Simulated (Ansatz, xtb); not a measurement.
## CH9GeN3O: 5 structures ranked

5 gas-phase structures of CH9GeN3O, from a drawn sample of its isomers (lower ones may exist). Each was relaxed with GFN2-xTB; where two conformers were screened, the lower at r2SCAN-D4/def2-SVP is listed:

A. `N[CH2][Ge]([NH2])([NH2])[OH]`, a singlet
B. `C[O][Ge]([NH2])([NH2])[NH2]`, a singlet
C. `NC[NH][Ge@@H]([NH2])[OH]`, a singlet
D. `NC[O][GeH]([NH2])[NH2]`, a singlet
E. `C[NH][Ge]([NH2])([NH2])[OH]`, a singlet

Q: Which do you expect lowest at r2SCAN-D4/def2-SVP, and how would the others follow?

A: Calculated order at r2SCAN-D4/def2-SVP: E (0.0), B (13.7), A (51.2), D (63.5), C (71.9) kJ/mol.

Energies above the lowest of each column, in kJ/mol; the last columns are at PBE0-D4/def2-SVP geometries and were run for some of them only (a dash: not run or not comparable):

| structure | GFN2-xTB | HF/STO-3G | r2SCAN-D4/def2-SVP | PBE0-D4/def2-SVP | CCSD(T)/def2-SVP + ΔMP2/def2-TZVPP |
| --- | --- | --- | --- | --- | --- |
| E | 0.0 | 10.6 | 0.0 | 0.0 | 0.0 |
| B | 21.6 | 0.0 | 13.7 | 15.9 | 16.2 |
| A | 52.4 | 76.9 | 51.2 | – | – |
| D | 31.7 | 59.9 | 63.5 | – | – |
| C | 24.6 | 84.5 | 71.9 | – | – |

CCSD(T)/def2-SVP + ΔMP2/def2-TZVPP puts E lowest of those it was run on; HF/STO-3G picks B. Flexible structures stand in one conformer each, not always the lowest. Frequencies (GFN2-xTB) were run for B, E alone. ΔMP2 is the change of the MP2 energy from the smaller to the larger basis.

Over these structures GFN2-xTB departs from r2SCAN-D4/def2-SVP by 20.4 kJ/mol on average once a common shift is removed. A GFN2-xTB relaxation took about 0.2 s and the r2SCAN-D4/def2-SVP energy about 3.6 s on a shared host (Ansatz 0.2.0, xtb 6.7.1).
